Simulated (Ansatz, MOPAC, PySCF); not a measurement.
Pair of molecules: CH5N (SMILES CN) (first 7 atoms) with H4OSi (SMILES O[SiH3]); geometry from B3LYP-D3(BJ)/def2-TZVP, rigid monomers moved along the line of their centres of mass till N2···H10 is 1.62 Å.
(charge 0, multiplicity 1):
```csv
atom,x (Å),y (Å),z (Å)
C,0.2380,-0.3606,-0.1201
N,-0.2685,0.9711,0.2359
H,-0.4584,-1.1158,0.2446
H,1.1923,-0.5243,0.3807
H,0.3809,-0.5119,-1.1949
H,-1.1639,1.1479,-0.2046
H,0.3660,1.6961,-0.0786
O,-0.4999,1.0227,2.8327
Si,-0.0626,-0.3584,3.5878
H,-0.4332,1.0622,1.8462
H,-0.8810,-1.5257,3.1562
H,-0.2481,-0.1593,5.0421
H,1.3597,-0.7195,3.3321
```

Interaction energies are E(AB) − E(A) − E(B) at the monomers' geometry in the complex; basis-set methods are counterpoise corrected. Rows marked so take none.

Correlated levels freeze the cores. Rows in 6-31G* carry no dispersion term and start afresh at each structure (6-31G* with six Cartesian d functions). MP2/6-31G* freezes PySCF's default core. The state that AM1, PM6 reach isn't checked.

Run with Ansatz (Gaussian orbitals); MOPAC for AM1, PM6 (differences of heats of formation); PySCF for 6-31G* rows, the dispersion terms. Each number belongs to the level named beside it.

```csv
level,interaction energy (meV)
AM1,168.8
PM6,-212.4
B3LYP/6-31G*,-373.7
B3LYP/6-31G* (no counterpoise),-467.9
B3LYP/def2-TZVPPD,-313.6
PBE0-D3(BJ)/def2-TZVPPD,-468.6
MP2/6-31G* (no counterpoise),-490.4
SCS-MP2/aug-cc-pV(D+d)Z,-282.2
CCSD(T)/aug-cc-pV(D+d)Z,?
```

Question: Fill in the missing entries.

Answer: 
- CCSD(T)/aug-cc-pV(D+d)Z, interaction energy (meV): -327.4

Ansatz is a first-principles code.
